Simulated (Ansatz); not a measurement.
Relaxation of C$_{2}$H$_{10}$OSi (14 atoms, charge 0, multiplicity 1), to a largest force component of 0.03 eV/Å in at most 50 steps.

These are results of RKS PBE0/def2-mTZVP in Ansatz, not measurements.

```xyz
14
Properties=species:S:1:pos:R:3
Si -1.265 0.301 0.046
O -0.507 1.521 0.999
H -0.872 0.397 -1.379
H -2.717 0.612 0.122
C -0.960 -1.408 0.744
H 1.233 1.353 -0.455
C 1.757 0.544 -0.941
H 0.234 1.205 1.523
H -1.485 -2.159 0.147
H 0.096 -1.688 0.763
H -1.344 -1.476 1.766
H 1.484 -0.418 -0.506
H 2.834 0.683 -0.827
H 1.511 0.535 -2.004
```

**Question.** Where does it end, and by what steps?

**Answer.** The forces met the threshold. The force dipped under the threshold on the way, but the program's further checks kept it going. After 28 steps the energy has fallen by 0.275 eV; H12 moved furthest, 1.48 Å.

```tsv
step	energy less start (eV)	largest force component (eV/Å)	accepted
0	0.0000	0.996	yes
1	-0.1625	0.745	yes
2	-0.2038	0.469	yes
3	-0.2218	0.319	yes
4	-0.2335	0.370	yes
5	-0.2266	0.335	no
6	-0.2412	0.079	yes
7	-0.2465	0.031	yes
8	-0.2289	1.417	no
9	-0.2493	0.026	yes
10	-0.2508	0.241	yes
11	-0.2525	0.167	yes
12	-0.2539	0.140	yes
13	-0.2556	0.095	yes
14	-0.2578	0.217	yes
15	-0.2589	0.228	yes
16	-0.2603	0.101	yes
17	-0.2618	0.090	yes
18	-0.2624	0.233	yes
19	-0.2659	0.096	yes
20	-0.2684	0.055	yes
21	-0.2662	0.403	no
22	-0.2694	0.013	yes
23	-0.2716	0.117	yes
24	-0.2710	0.266	no
25	-0.2727	0.028	yes
26	-0.2742	0.034	yes
27	-0.2745	0.085	yes
28	-0.2749	0.025	yes
```

```xyz
14
Properties=species:S:1:pos:R:3
Si -1.725 0.146 0.251
O -0.597 1.199 0.865
H -1.759 0.234 -1.240
H -3.025 0.615 0.796
C -1.407 -1.627 0.750
H 2.193 1.914 -0.798
C 2.446 0.856 -0.889
H 0.284 1.164 0.478
H -2.196 -2.284 0.371
H -0.456 -1.995 0.353
H -1.378 -1.733 1.837
H 2.557 0.410 0.101
H 3.392 0.765 -1.424
H 1.670 0.335 -1.451
```

Run time: 72 s on 2 threads of Arm Neoverse V2 (shared host), peak memory 0.24 GiB.
